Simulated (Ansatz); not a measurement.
Species: SiNH2F, charge 0, singlet. SiNH2F (SMILES N[Si]F).
B3LYP-D3(BJ)/def2-TZVP minimum from Ansatz (a program for electronic structure):
```
N
H 1 1.0092
H 1 1.0115 2 112.66
Si 1 1.7083 2 122.31 3 -180.00
F 4 1.6302 1 98.58 2 180.00
```
Charge 0, spin multiplicity 1.

Hartree-Fock and MP2 correlation energies in hartree (Ansatz). Open shells are spin-unrestricted; no spin-orbit coupling. Cores are frozen in correlated methods. No relativity.

```
basis        X       E(HF)  E(corr, MP2)
-----------  -  ----------  ------------
cc-pV(T+d)Z  3  -444.13255      -0.56773
cc-pV(Q+d)Z  4  -444.15027      -0.61477
cc-pV(5+d)Z  5  -444.15435      withheld
```

### Question
Fit E(corr) = E∞ + A/X³ to X = 3 and 4, predict X = 5, and compare with the run.

### Answer
A = (-0.56773 - (-0.61477))/(1/27 - 1/64) = 2.1969; E∞ = -0.61477 - A/64 = -0.64910; at X = 5, E∞ + A/125 = -0.63152. The run gave -0.63447, 2.95 mEh below the prediction. The same form on X = 4 and 5 gives E∞ = -0.65514, 6.04 mEh below the first estimate.
